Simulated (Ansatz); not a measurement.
An input meant for Ag7Se⁺ (charge 1, singlet; with a point charge).

```yaml
crystal:
  periodic: [false, false, false]
  atoms:
    - {symbol: Ag, position_ang: [-0.644355, -0.884170, 1.158116]}
    - {symbol: Ag, position_ang: [-0.294532, -0.537386, -1.648023]}
    - {symbol: Ag, position_ang: [2.382447, -1.776586, -0.330517]}
    - {symbol: Ag, position_ang: [-1.649323, 1.360713, 0.125255]}
    - {symbol: Ag, position_ang: [-0.359539, 1.546858, 2.645112]}
    - {symbol: Ag, position_ang: [-2.792661, -1.092246, -0.724774]}
    - {symbol: Ag, position_ang: [1.249400, 1.136375, 0.490096]}
    - {symbol: Se, position_ang: [2.108562, 0.246441, -1.715267]}
basis:
  gaussian: {orbitals: def2-SVPD, point_charges: [{charge: 1.00, position_ang: [6.720, 0.951, -0.954]}]}
total_charge: 1
magnetization: {spin_polarized: true, initial_magnetization: 1}
hamiltonian: {xc: {name: PBE0}, pseudopotentials: {relativity: none}}
correlation: {method: rpa}
```

```sh
$ ansatz run in.yaml --threads 4 --pin off --events-out ev --progress --plain --max-ram 4787MiB
```

It prints (some lines left out):

```
Error: a molecule whose nuclei and cores have a total charge of 167 cannot have a net charge of 1 together with 1 unpaired electrons
```

(1) What is wrong with this run?

Results:

(1) The number of unpaired electrons doesn't fit the electron count. The program refused the input.
